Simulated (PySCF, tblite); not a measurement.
Isomers of C5H5ClF (doublet state), one GFN2-xTB conformer each. Single-point energies are computed at B3LYP/pcH-1 (PySCF, gas phase, no added dispersion term), electronic only. GFN2-xTB treats the open shell by occupation alone, and not every SCF solution was tested for stability.

```json
{"SMILES": "C[C@H]1[C](Cl)C=C1F", "GFN2-xTB relative energy (kJ/mol)": "0.0"}
{"SMILES": "[H]/[C]=C1/[C@@H](C)[C@]1(F)Cl", "GFN2-xTB relative energy (kJ/mol)": "120.7"}
{"SMILES": "C=C1[C](C)[C@@]1(F)Cl", "GFN2-xTB relative energy (kJ/mol)": "60.9"}
{"SMILES": "C=C(F)/C(C)=[C]/Cl", "GFN2-xTB relative energy (kJ/mol)": "68.4"}
{"SMILES": "[CH2][C@@H]1C(=C)[C@@]1(F)Cl", "GFN2-xTB relative energy (kJ/mol)": "113.1"}
```

Conformers: `[CH2:1]=[C:2]([F:3])/[C:4]([CH3:5])=[C:6]/[Cl:7]` (doublet state) with C1–C2–C4–C5 -3°; `[CH2:1][C@@H:2]1[C:3](=[CH2:4])[C@@:5]1([F:6])[Cl:7]` (doublet state) with H–C1–C2–C3 28° and -157°.

**Question.** What does B3LYP/pcH-1 give for the same structures?

**Answer.** 
```
                        SMILES  B3LYP/pcH-1 E (Eh)  B3LYP/pcH-1 (kJ/mol)  GFN2-xTB (kJ/mol)  point group
           C[C@H]1[C](Cl)C=C1F          -753.49319                   0.0                0.0           C1
            C=C(F)/C(C)=[C]/Cl          -753.48667                  17.1               68.4      near Cs
         C=C1[C](C)[C@@]1(F)Cl          -753.48502                  21.4               60.9            –
  [CH2][C@@H]1C(=C)[C@@]1(F)Cl          -753.46116                  84.1              113.1           C1
[H]/[C]=C1/[C@@H](C)[C@]1(F)Cl          -753.44740                 120.2              120.7           C1
```

Both levels put the same isomer lowest; measured from each level's own lowest isomer, the values differ by up to 51.3 kJ/mol (C=C(F)/C(C)=[C]/Cl: 68.4 against 17.1). As drawn, the lowest has a four-membered ring, which the highest lacks; the highest has a three-membered ring, which the lowest lacks. Neighbours under 21 kJ/mol apart (C[C@H]1[C](Cl)C=C1F and C=C(F)/C(C)=[C]/Cl; C=C(F)/C(C)=[C]/Cl and C=C1[C](C)[C@@]1(F)Cl) can change places with a better method, another conformer or zero-point energy.

**Question.** What happens when harmonic zero-point energies from GFN2-xTB frequencies are added?

**Answer.** 
```
                        SMILES  ZPE (kJ/mol)  electronic (kJ/mol)  with ZPE (kJ/mol)
           C[C@H]1[C](Cl)C=C1F         218.7                  0.0                0.0
            C=C(F)/C(C)=[C]/Cl         214.7                 17.1               13.1
         C=C1[C](C)[C@@]1(F)Cl         209.6                 21.4               12.4
  [CH2][C@@H]1C(=C)[C@@]1(F)Cl         208.2                 84.1               73.6
[H]/[C]=C1/[C@@H](C)[C@]1(F)Cl         211.3                120.2              112.8
```

The zero-point energies span 10.5 kJ/mol. The lowest isomer stays, but the order above it changes.

**Question.** As an exercise, what shares would exp(−E/RT) give at 2000 K from these electronic energies alone (no entropy, no degeneracies)?

**Answer.** RT = 16.629 kJ/mol: C[C@H]1[C](Cl)C=C1F 61.0 %, C=C(F)/C(C)=[C]/Cl 21.8 %, C=C1[C](C)[C@@]1(F)Cl 16.8 %, [CH2][C@@H]1C(=C)[C@@]1(F)Cl 0.4 %, [H]/[C]=C1/[C@@H](C)[C@]1(F)Cl under 0.1 %.
